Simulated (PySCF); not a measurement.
A structure optimised at PBE-D3(BJ)/def2-SVP, used in a PySCF frequency run:

```xyz
7

In     0.2430     0.1268     0.0561
Cl    -1.7382    -1.0470    -0.5260
O      0.4307     1.9812    -0.7088
H     -0.3262     2.1460    -1.3055
N      1.5061    -0.6316     1.4842
H      2.4755    -0.3251     1.3211
H      1.5066    -1.6607     1.4591
```
Charge 0, spin multiplicity 1.

Write its SMILES and formula.

[NH2][In]([OH])[Cl], ClH3InNO

What are its rotational constants (standard atomic weights)?

4.5096, 2.3286, 1.5414 GHz
